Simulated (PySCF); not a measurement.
## Which orbitals make which state

C₄H₉NSSi.
Numbering: `[CH3:1][N:2]([CH3:3])[C:4]([SiH3:5])=[C:6]=[S:7]` (hydrogens: H8, H9, H10 on C1; H11, H12, H13 on C3; H14, H15, H16 on Si5)

Method used: TDDFT PBE0/def2-SVPD, vertical, gas phase, core orbitals frozen in the response (PySCF). Isolated species at its GFN2-xTB geometry, gas phase. Torsions of this conformer, `[CH3:1][N:2]([CH3:3])[C:4]([SiH3:5])=[C:6]=[S:7]`: C1–N2–C4–Si5 -49°.

Orbital energies (eV): HOMO-3 -9.74, HOMO-2 -8.55, HOMO-1 -7.87, HOMO -5.52, LUMO -2.20, LUMO+1 0.21, LUMO+2 0.38.

Problem. Among the lowest singlets, which states do these configurations lead, and at what energies: HOMO-1→LUMO, HOMO→LUMO, HOMO→LUMO+2, HOMO→LUMO+1?

Solution. 

```json
{"state": "S1", "leading configuration": "HOMO→LUMO", "weight": "0.99", "Δε (eV)": "3.33", "E (eV)": "1.73", "E − Δε (eV)": "-1.60", "f": "0.0006", "other configurations": "–"}
{"state": "S2", "leading configuration": "HOMO-1→LUMO", "weight": "0.97", "Δε (eV)": "5.67", "E (eV)": "4.22", "E − Δε (eV)": "-1.45", "f": "0.0028", "other configurations": "–"}
{"state": "S3", "leading configuration": "HOMO→LUMO+1", "weight": "0.70", "Δε (eV)": "5.73", "E (eV)": "4.76", "E − Δε (eV)": "-0.97", "f": "0.033", "other configurations": "H→L+2 (20%)"}
{"state": "S4", "leading configuration": "HOMO→LUMO+2", "weight": "0.72", "Δε (eV)": "5.90", "E (eV)": "4.85", "E − Δε (eV)": "-1.05", "f": "0.032", "other configurations": "H-2→L (16%), H→L+1 (10%)"}
```

E − Δε runs from -1.60 to -0.97 eV. Among themselves, these states come in the order of their orbital differences. Δε is the difference of the two orbital energies.

H and L stand for HOMO and LUMO. The other states: S5 5.38 eV, f 0.0002, H→L+3 (90%); S6 5.59 eV, f 0.016, H→L+4 (72%), H→L+5 (10%); S7 5.70 eV, f 0.012, H→L+5 (82%), H→L+4 (13%); S8 5.76 eV, f 0.205, H-2→L (29%), H→L+6 (27%), H→L+7 (13%).

Problem. Pair triplets and singlets of the same leading configuration (75% or more in both) and give the splittings.

Solution. 

```csv
configuration,triplet,E(T) (eV),singlet,E(S) (eV),E(S) − E(T) (eV)
HOMO→LUMO,T1,1.35,S1,1.73,+0.38
```

The 3 triplets are Tamm–Dancoff values, the singlets full response.

Summed over the main configurations (up to three a state, each over 8%) of all 8 singlets, the electron leaves HOMO with weight 5.79, HOMO-1 with weight 0.97 and HOMO-2 with weight 0.45.
